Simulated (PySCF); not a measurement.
Vertical excitations of a molecule CH₇ClOSi₃ from TDA-B3LYP/def2-SVPD in PySCF, as energy in eV (oscillator strength): 4.78 (0.000), 5.28 (0.007), 5.51 (0.068), 5.64 (0.037), 5.87 (0.020), 6.14 (0.021), 6.26 (0.044), 6.27 (0.076), 6.37 (0.020), 6.45 (0.042). Lowest triplet (TDA): 4.23 eV. The structure is a stationary point at PBE-D3(BJ)/def2-SVP. One conformer was computed; it need not be the lowest.

Q: Pick the molecule that these values belong to.
A) Cl[SiH2]C1[SiH2]O[SiH2]1
B) O[Si@@H]1C[Si@H](Cl)[SiH2]1
C) O[Si@@H]1C[SiH2][Si@H]1Cl
D) O[C@H]1[SiH2][Si@@H](Cl)[SiH2]1

A: D, O[C@H]1[SiH2][Si@@H](Cl)[SiH2]1
